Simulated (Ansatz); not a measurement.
Isolated molecules relaxed with PBE0-D4/def2-TZVP in Ansatz; ΔE leaves out vibrations. CCSD(T)/CBS is the MP2 limit (def2-TZVPP, def2-QZVPP) plus CCSD(T) − MP2 in def2-TZVPP, frozen cores. This one scheme is used for every species. DFT in def2-TZVPP. HSE06 is defined as in plane-wave codes. For Ga outer-core shells are correlated without core-valence functions, which leaves a few kJ/mol of doubt a bond. Scalar relativity is left out up to krypton. Each species was taken in one conformer, which may not be the lowest.

Reaction (ligand exchange at a Ga–O bond): `C[O][Ga]([OH])[F]` + H₂S → `C[O][Ga]([F])[SH]` + H₂O

CCSD(T)/CBS gives -9.9 kcal/mol.

**Question.** Another level gave -7.2 kcal/mol. Which?
A. r2SCANh/def2-TZVPP
B. RPA@PBE/def2-TZVPP
C. ωB97X-V/def2-TZVPP
D. HSE06-D4/def2-TZVPP

**Answer.** B. RPA@PBE/def2-TZVPP -7.2, r2SCANh -9.7, ωB97X-V -8.6, HSE06-D4 -11.0 kcal/mol.

Largest T1 diagnostic among the species: 0.014.

The D4 term adds −1.0 kcal/mol with B3LYP and −0.5 kcal/mol with PBE0; it sums over pairs of atoms, weighted by their polarisabilities, and B3LYP, whose exchange is more repulsive, gets the larger term. At CCSD(T), def2-SVP lies +3.6 kcal/mol from the extrapolated value and def2-TZVPP +1.7 kcal/mol.

B3LYP here is the variant with VWN-RPA as its local correlation; programs differ in this.

CCSD(T)/CBS has its own doubt, a few kJ/mol and more with outer-core shells, so smaller differences from it don't rank the levels.
